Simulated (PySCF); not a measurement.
## From a computed spectrum to the compound

A species of 3 atoms with charge 0 has these harmonic modes (PBE0, small Gaussian bases with core potentials, PySCF 2.14.0):

```
cm⁻¹  km/mol  symmetry
 127     7.6        a'
 449    79.2        a'
 563   119.4        a'
```

Task: Which species is it, and in which structure?

Result: PrSF (singlet in the valence; each metal's 4f electrons, 2 of them, lie in its core potential, out of spins and levels):
```xyz
3

Pr   -0.1665    0.0000   -0.3425
S     1.8314    0.0000    0.9819
F    -1.8468    0.0000    0.8881
```
Ideal gas at 298.15 K and 1 bar: S = 311.1 J/(mol K), Cp = 51.7 J/(mol K), H − H(0 K) = 12.9 kJ/mol (rigid rotor, harmonic modes, spin degeneracy alone, that of the 4f electrons in the core included). An lcecp potential fixes the number of 4f electrons, so in runs with it no electron can move into or out of that shell.
 The answer isn't unique; the calculation gave this one.
